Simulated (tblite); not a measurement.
Isomers of C4H9O4P. Calculated harmonic vibrations of the isolated species, GFN2-xTB (tblite), most abundant isotopes, no scaling. This tight-binding method is rough: wavenumbers can miss measured ones by several per cent, in bad cases by 10 to 20. One conformer each.

Electronic energies: GFN2-xTB at the same geometries; isomer energies are rough at this level and their order can be wrong.

| SMILES | electronic energy, lowest = 0 (kJ/mol) |
| --- | --- |
| CCOP1(=O)OCCO1 | 5.5 |
| CO[P@@]1(=O)OC[C@@H](C)O1 | 0.0 |
| COP1(=O)OCCCO1 | 2.2 |

How do GFN2-xTB zero-point energies change the relative energies?

```json
{"SMILES": "CO[P@@]1(=O)OC[C@@H](C)O1", "ZPE (kJ/mol)": "361.7", "of it from modes above 1550 cm⁻¹": "160.9", "electronic (kJ/mol)": "0.0", "with ZPE, lowest = 0 (kJ/mol)": "0.0", "lowest mode (cm⁻¹)": "25", "rings": "1"}
{"SMILES": "COP1(=O)OCCCO1", "ZPE (kJ/mol)": "363.6", "of it from modes above 1550 cm⁻¹": "159.7", "electronic (kJ/mol)": "2.2", "with ZPE, lowest = 0 (kJ/mol)": "4.1", "lowest mode (cm⁻¹)": "31", "rings": "1"}
{"SMILES": "CCOP1(=O)OCCO1", "ZPE (kJ/mol)": "363.2", "of it from modes above 1550 cm⁻¹": "160.4", "electronic (kJ/mol)": "5.5", "with ZPE, lowest = 0 (kJ/mol)": "7.0", "lowest mode (cm⁻¹)": "52", "rings": "1"}
```

The zero-point energies span 1.9 kJ/mol, from `CO[P@@]1(=O)OC[C@@H](C)O1` to `COP1(=O)OCCCO1`. The order is unchanged.

What do entropy and thermal enthalpy add at 298.15 K and 1 bar (rigid rotor, harmonic oscillator, one conformer each)?

```
                   SMILES  point group  symmetry number  S (J/(mol K))  H − H(0) (kJ/mol)  ZPE + H − H(0) − TS (kJ/mol)
CO[P@@]1(=O)OC[C@@H](C)O1           C1                1          422.1              29.04                         264.9
           COP1(=O)OCCCO1           C1                1          406.0              27.72                         270.3
           CCOP1(=O)OCCO1           C1                1          414.8              28.41                         267.9
```
